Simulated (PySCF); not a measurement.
Vertical excitation energies

C4H8OSe.
Structure used (PBE0-D3(BJ)/def2-SVP), in Å, numbered top down from 1:
```xyz
14
C4H8OSe angstrom
C     -0.5209    1.6118   -1.2333
C      0.2092    1.0228   -0.2733
O     -0.2304    0.1569    0.6547
C     -1.5728   -0.2501    0.5856
Se     2.0558    1.4350   -0.0461
C      2.6636   -0.3508    0.4162
H     -1.6025    1.4848   -1.3033
H     -0.0314    2.2561   -1.9629
H     -1.7154   -1.0017    1.3719
H     -2.2585    0.5961    0.7646
H     -1.8065   -0.6947   -0.3974
H      2.1140   -0.7115    1.2936
H      2.5309   -1.0368   -0.4304
H      3.7322   -0.2636    0.6547
```

Method used: PySCF 2.14.0, density-fitted response routines, TDDFT CAM-B3LYP/def2-SVPD, vertical, gas phase, core orbitals frozen in the response. The CAM-B3LYP/def2-SVPD calculation is non-relativistic and has no spin–orbit coupling, an omission that weighs most on selenium.

```tsv
state	λ (nm)	E (eV)	f	|μ| (D)	main configurations (H = HOMO, L = LUMO)
S1	262.9	4.72	0.012	0.81	H→L (78%)
S2	216.5	5.73	0.046	1.45	H→L+2 (76%), H→L+1 (11%)
S3	213.5	5.81	0.082	1.93	H→L+3 (84%)
S4	205.1	6.05	0.0059	0.51	H→L+1 (47%), H→L+4 (24%), H→L+2 (12%)
S5	191.4	6.48	0.031	1.13	H→L+6 (21%), H→L+4 (21%), H→L+1 (19%)
S6	190.2	6.52	0.074	1.72	H-1→L (53%), H→L+5 (12%), H→L (11%)
```

The lowest singlet lies at 4.72 eV (263 nm, ultraviolet) and is weak; its leading configuration is HOMO→LUMO (78%). The strongest level in the table is S3 at 5.81 eV (213 nm, f = 0.082). Löwdin shares by element: HOMO selenium 54%, carbon 37% or more; LUMO selenium 57%, carbon 24% or more (atoms not listed hold the other 19%). Weighted by f, the mean energy of these states is 6.04 eV. The listed states span 1.80 eV, and the widest gap between neighbours is 1.01 eV (S1 to S2). The oscillator strengths of these states sum to 0.250; summed over the whole spectrum of an exact calculation they would give the number of electrons, 74 (Thomas–Reiche–Kuhn). Singlets were solved by full linear response.

One conformer stands for the species.
